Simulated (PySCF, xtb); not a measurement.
silylphosphine (H₅PSi), SMILES [SiH3]P.

Harmonic wavenumbers (cm⁻¹) from GFN2-xTB in xtb at its own minimum, in rising order: 121, 456, 466, 494, 690, 708, 755, 769, 790, 1146, 2242, 2265, 2275, 2308, 2391.

Question: What does PBE-D3(BJ)/def2-TZVP run with PySCF give at its own minimum? (An estimate is asked for; the answer gives what the named calculation found.)

Answer: 169, 435, 444, 461, 700, 756, 864, 906, 916, 1053, 2154, 2169, 2172, 2320, 2332. Paired by order, the mean absolute difference is 67 cm⁻¹ and the zero-point energies are 25.6 and 25.5 kcal/mol.
